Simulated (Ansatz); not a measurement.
The same path of CH₃ClOSi₂ (8 atoms, charge 0, multiplicity 1) was run 3 times with different band settings. Made: Si3–Si4. The coordinate that changes most is the height of Si3 over the plane of its neighbours.

The calculation used RKS r2SCAN-D4/def2-SVP in Ansatz 0.2.0.

Relaxed end points:

```xyz
8
Properties=species:S:1:pos:R:3
O 1.197 -1.810 -0.424
C 0.577 -0.924 0.094
Si 1.065 0.535 1.193
Si -1.324 -0.574 -0.329
Cl -1.516 -0.830 -2.379
H -0.151 1.381 1.395
H 2.076 1.356 0.448
H -1.831 0.811 -0.055
```

```xyz
8
Properties=species:S:1:pos:R:3
O 1.232 -2.086 0.287
C 0.488 -1.182 0.163
Si 0.583 0.888 0.695
Si -0.844 -0.160 -0.728
Cl -1.673 -0.022 -2.639
H 0.249 1.930 1.723
H 1.973 1.102 0.191
H -1.916 -0.526 0.252
```

Common settings: spring 5.0 eV/Å²; optimiser quadratic models (default); start path through a guess of the saddle point; force threshold 0.05 eV/Å; iteration limit 60; end points relaxed.

| run | movable images | climbing image |
| --- | --- | --- |
| 1 | 5 | yes |
| 2 | 2 | no |
| 3 | 8 | no |

**Question.** What does each run give, and how far can it be trusted?

**Answer.** Run 1: converged after 27 iterations, highest image 0.098 eV above the first end. The profile has 2 maxima (images 2, 4) with wells between them (image 3): this band takes more than one step, which may be the mechanism or a detour left from its start path. A vibrational analysis at the climbing image gives one clearly imaginary mode, 192i cm⁻¹: a first-order saddle point.
Run 2: converged after 13 iterations, highest image 0.034 eV above the first end. No image climbed, so the highest image needn't sit at the top of the path. A band with more images between the same ends climbed to 0.10 eV, so this one has probably stepped over the top. So few images can step over the top or miss a turn of the path.
Run 3: converged after 10 iterations, highest image 0.057 eV above the first end. No image climbed, so the highest image needn't sit at the top of the path.
